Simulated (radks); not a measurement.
Spherical quantum dot in the effective-mass picture: electrons in a hard-walled sphere of radius 5.46, all in effective atomic units (hartree* = m*/eps^2 hartree, bohr* = eps/m* bohr), one dielectric constant everywhere. Calculated with a radial shooting solver with Libxc functionals: non-relativistic Kohn-Sham, PBE, spin-polarised, spherical densities. Levels are named by radial order and angular momentum (1s, 1p, 1d, 2s, ...), and open shells are averaged over m. Results are scaled to m* = 0.055 and eps = 9.9, for which hartree* = 15.27 meV and bohr* = 9.525 nm.

N = 22, configuration 1s2 1p6 1d10 1f(up 4, down 0). This is the lowest configuration that the search found. Occupied and some empty levels:

| level | occupation | eigenvalue (meV) | <r> (nm) |
|---|---|---|---|
| 1s up | 1 | 77.892 | 36.99 |
| 1s down | 1 | 78.349 | 36.77 |
| 1p up | 3 | 79.046 | 37.76 |
| 1p down | 3 | 79.524 | 37.60 |
| 1d up | 5 | 81.165 | 38.56 |
| 1d down | 5 | 81.664 | 38.46 |
| 1f up | 4 | 84.145 | 39.31 |
| 1f down | 0 | 84.662 | 39.23 |
| 1g up | 0 | 87.917 | 39.98 |
| 1g down | 0 | 88.451 | 39.92 |
| 2s up | 0 | 88.761 | 23.59 |
| 2s down | 0 | 88.946 | 23.60 |
| 2p up | 0 | 92.724 | 27.50 |
| 2p down | 0 | 92.943 | 27.48 |
| 2d up | 0 | 97.658 | 29.95 |
| 2d down | 0 | 97.912 | 29.91 |

Energy (meV): total 961.473, kinetic 215.41, external 0, Hartree 853.01, exchange-correlation -106.95.

Electron density:

| r (nm) | n(r) (e/nm^3) |
|---|---|
| 2.84 | 7.082e-07 |
| 5.43 | 9.071e-07 |
| 8.01 | 1.292e-06 |
| 10.6 | 1.967e-06 |
| 13.2 | 3.097e-06 |
| 15.8 | 4.930e-06 |
| 18.4 | 7.819e-06 |
| 20.9 | 0.00001216 |
| 23.5 | 0.00001842 |
| 26.1 | 0.00002686 |
| 28.7 | 0.00003752 |
| 31.3 | 0.00004976 |
| 33.9 | 0.00006184 |
| 36.4 | 0.00007094 |
| 39.0 | 0.00007342 |
| 41.6 | 0.00006609 |
| 44.2 | 0.00004851 |
| 46.8 | 0.00002553 |
| 49.4 | 7.017e-06 |
| 52.0 | 1.449e-08 |
